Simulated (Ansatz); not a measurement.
Reaction (ligand exchange at the Si–C bond): `C[SiH2]C[SiH2]Cl` + `[SiH3]S` → `[SiH3]S[SiH2]Cl` + `C[SiH2]C`

Calculated with Ansatz (gas phase, PBE0-D4/def2-TZVP geometries, no zero-point term in ΔE). CCSD(T)/CBS is the MP2 limit (def2-TZVPP, def2-QZVPP) plus CCSD(T) − MP2 in def2-TZVPP, frozen cores. Functionals use def2-TZVPP. One conformer a species, not always the lowest.

| level | ΔE (kcal/mol) |
| --- | --- |
| r2SCAN-D4 | -14.1 |
| PBE0-D4 | -14.1 |
| B2PLYP | -13.3 |
| PBE0 | -13.7 |
| HF/def2-TZVPP | -12.5 |
| CCSD/def2-TZVPP | -12.3 |
| CCSD(T)/def2-TZVPP | -12.6 |
| MP2/def2-QZVPP | -14.3 |

Q: What does CCSD(T)/CBS give? (An estimate is asked.)

A: Computed: -13.5 kcal/mol. The listed levels differ from it by -0.6, -0.6, 0.2, -0.2, 1.0, 1.2, 0.9, -0.8 kcal/mol.

Largest T1 diagnostic among the species: 0.011.

The D4 term adds −0.9 kcal/mol with B3LYP and −0.4 kcal/mol with PBE0; it sums over pairs of atoms, weighted by their polarisabilities, and B3LYP, whose exchange is more repulsive, gets the larger term.

B3LYP here is the variant with VWN-RPA as its local correlation; programs differ in this.
